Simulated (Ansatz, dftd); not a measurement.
System: SF, charge 0, doublet. SF (SMILES F[S], doublet).
B3LYP-D3(BJ)/def2-TZVP minimum from Ansatz (an electronic-structure program):
```xyz
2

S      0.0000     0.0000    -0.5793
F      0.0000     0.0000     1.0299
```
Charge 0, spin multiplicity 2.

Quantity: atomisation energy (electronic, to ground-state atoms), in kJ/mol. UHF or UKS for unpaired electrons; spin-orbit terms are left out. Cores are frozen in correlated methods. Rows without X2C or -DK are non-relativistic. CBS(X,Y): correlation extrapolated as X^-3, Hartree-Fock from the larger set (Q,5: extrapolated as (X+1)exp(-9√X)). A bracket is a step between two methods taken in the basis named. Functionals run without relativity, which enters their misses. '+ core + X2C': CCSD(T) terms for core correlation (cc-pwCVTZ, 1s frozen past Ne) and scalar relativity (cc-pVTZ-DK).

Compared with CCSD(T)/CBS(cc-pV(Q+d)Z,cc-pV(5+d)Z) + [CCSDT(Q) - CCSD(T)]/cc-pV(Q+d)Z + [CCSDTQ - CCSDT(Q)]/cc-pV(D+d)Z + core + X2C (Ansatz): 355.4 kJ/mol.

Costs are rough ratios of core time, to one figure, on one kind of shared machine, summed over the single points of the molecules; atoms, geometries and frequencies are left out. The first row took roughly 2 core seconds; short runs hold start-up time.

```
level                                                                                        program  cost relative to the first row
------------------------------------------------------------------------------------  --------------  ------------------------------
B3LYP-D3(BJ)/def2-TZVPD                                                               Ansatz + dftd3                               1
CCSD(T)/cc-pV(T+d)Z                                                                           Ansatz                               5
CCSD(T)/CBS(cc-pV(Q+d)Z,cc-pV(5+d)Z)                                                          Ansatz                              70
CCSD(T)/CBS(cc-pV(T+d)Z,cc-pV(Q+d)Z) + core + X2C                                             Ansatz                             100
CCSD(T)/CBS(cc-pV(Q+d)Z,cc-pV(5+d)Z) + core + X2C                                             Ansatz                             100
CCSD(T)/CBS(cc-pV(Q+d)Z,cc-pV(5+d)Z) + [CCSDT(Q) - CCSD(T)]/cc-pV(T+d)Z + core + X2C          Ansatz                             300
CCSDTQ/cc-pV(D+d)Z                                                                            Ansatz                            1000
```

Problem. Which is the cheapest listed level within 4 kcal/mol (16.7 kJ/mol) of that value?

Solution. B3LYP-D3(BJ)/def2-TZVPD.
```tsv
level	difference (kJ/mol)
B3LYP-D3(BJ)/def2-TZVPD	3.1
CCSD(T)/cc-pV(T+d)Z	-32.0
CCSD(T)/CBS(cc-pV(Q+d)Z,cc-pV(5+d)Z)	-1.0
CCSD(T)/CBS(cc-pV(T+d)Z,cc-pV(Q+d)Z) + core + X2C	-3.6
CCSD(T)/CBS(cc-pV(Q+d)Z,cc-pV(5+d)Z) + core + X2C	-0.8
CCSD(T)/CBS(cc-pV(Q+d)Z,cc-pV(5+d)Z) + [CCSDT(Q) - CCSD(T)]/cc-pV(T+d)Z + core + X2C	0.4
CCSDTQ/cc-pV(D+d)Z	-89.1
```
